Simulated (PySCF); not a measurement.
`C#C[C@H]1[C@@H](Br)[Si]1(C)C`, C6H9BrSi

Molfile (atoms numbered from 1):
```
C6H9BrSi
     RDKit          3D

 17 17  0  0  0  0  0  0  0  0999 V2000
    2.9035    1.0087   -1.0878 C   0  0  0  0  0  0  0  0  0  0  0  0
    2.0937    0.1901   -0.7532 C   0  0  0  0  0  0  0  0  0  0  0  0
    1.1161   -0.7389   -0.3051 C   0  0  1  0  0  0  0  0  0  0  0  0
    0.7405   -0.7405    1.1983 C   0  0  1  0  0  0  0  0  0  0  0  0
    1.6991    0.5006    2.3512 Br  0  0  0  0  0  0  0  0  0  0  0  0
   -0.6702   -0.1606    0.0699 Si  0  0  0  0  0  4  0  0  0  0  0  0
   -2.0934   -1.3716   -0.2222 C   0  0  0  0  0  0  0  0  0  0  0  0
   -1.0232    1.6938    0.0109 C   0  0  0  0  0  0  0  0  0  0  0  0
    3.6269    1.7044   -1.3897 H   0  0  0  0  0  0  0  0  0  0  0  0
    1.2892   -1.7358   -0.7034 H   0  0  0  0  0  0  0  0  0  0  0  0
    0.7605   -1.7147    1.6720 H   0  0  0  0  0  0  0  0  0  0  0  0
   -2.4705   -1.2815   -1.2352 H   0  0  0  0  0  0  0  0  0  0  0  0
   -2.9162   -1.1658    0.4544 H   0  0  0  0  0  0  0  0  0  0  0  0
   -1.7821   -2.3996   -0.0695 H   0  0  0  0  0  0  0  0  0  0  0  0
   -1.3463    2.0008   -0.9795 H   0  0  0  0  0  0  0  0  0  0  0  0
   -0.1302    2.2577    0.2631 H   0  0  0  0  0  0  0  0  0  0  0  0
   -1.8043    1.9648    0.7157 H   0  0  0  0  0  0  0  0  0  0  0  0
  1  2  3  0
  2  3  1  0
  3  4  1  0
  4  5  1  0
  4  6  1  0
  6  7  1  0
  6  8  1  0
  6  3  1  0
  1  9  1  0
  3 10  1  6
  4 11  1  1
  7 12  1  0
  7 13  1  0
  7 14  1  0
  8 15  1  0
  8 16  1  0
  8 17  1  0
M  END
```

Method used: TDDFT BHandHLYP/def2-SVPD circular dichroism and optical rotation, one conformer, gas phase in PySCF. Geometry: GFN2-xTB.

The calculation is non-relativistic, which matters for the atoms heavier than Zn.

Draw the ECD and absorption spectra from the lowest 12 states, each a Gaussian of half-width 0.35 eV at 1/e height.


| E (eV) | λ (nm) | Δε (L mol⁻¹ cm⁻¹) | ε (L mol⁻¹ cm⁻¹) |
| --- | --- | --- | --- |
| 4.73 | 262 | -0.84 | 180 |
| 4.83 | 257 | -1.75 | 374 |
| 4.93 | 251 | -3.09 | 663 |
| 5.03 | 246 | -4.66 | 999 |
| 5.13 | 242 | -5.97 | 1280 |
| 5.23 | 237 | -6.53 | 1400 |
| 5.33 | 233 | -6.16 | 1340 |
| 5.43 | 228 | -5.12 | 1160 |
| 5.53 | 224 | -3.93 | 1050 |
| 5.63 | 220 | -2.98 | 1140 |
| 5.73 | 216 | -2.39 | 1540 |
| 5.83 | 213 | -2.04 | 2190 |
| 5.93 | 209 | -1.88 | 3020 |
| 6.03 | 206 | -2.07 | 3910 |
| 6.13 | 202 | -2.84 | 4750 |
| 6.23 | 199 | -4.30 | 5460 |
| 6.33 | 196 | -6.32 | 5910 |
| 6.43 | 193 | -8.61 | 6000 |
| 6.53 | 190 | -10.73 | 5760 |
| 6.63 | 187 | -12.23 | 5330 |
| 6.73 | 184 | -12.73 | 4870 |
| 6.83 | 181 | -12.22 | 4430 |
| 6.93 | 179 | -11.04 | 4010 |
| 7.03 | 176 | -9.74 | 3520 |

Δε uses R in velocity form, ε uses f in length form. Only the states computed contribute, so the short-wavelength end is incomplete.
